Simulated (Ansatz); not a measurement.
`[CH3][Al]([Cl])[Cl]` at its PBE0-D4/def2-TZVP geometry, where that method's forces vanish. Charge 0, multiplicity 1.

```tsv
atom	x (Å)	y (Å)	z (Å)
C1	0.5743	0.7857	0.0379
Al2	-0.5504	-0.7784	-0.0465
Cl3	-2.4463	-0.7981	0.8335
Cl4	0.0473	-2.5334	-1.0114
H5	1.5265	0.6276	-0.4714
H6	0.0720	1.6422	-0.4207
H7	0.7766	1.0544	1.0786
```

**Question.** For each bond, give half the difference of the two atoms' forces along it (eV/Å; positive pushes the atoms apart) under PBE-D4, r2SCAN-D4, B3LYP-D4, ωB97M-V in def2-TZVPP. (Estimate.)

**Answer.** The calculation gave: 
```csv
bond,length (Å),PBE-D4,r2SCAN-D4,B3LYP-D4,ωB97M-V
C1–Al2,1.928,-0.05,-0.05,0.01,-0.03
C1–H5,1.091,0.10,-0.01,-0.05,-0.04
C1–H6,1.094,0.11,0.01,-0.04,-0.04
C1–H7,1.094,0.11,0.01,-0.04,-0.04
Al2–Cl3,2.090,0.15,0.03,0.09,0.04
Al2–Cl4,2.090,0.15,0.03,0.09,0.04
```

B3LYP here is the variant with VWN-RPA as its local correlation; programs differ in this.

Computed with Ansatz.
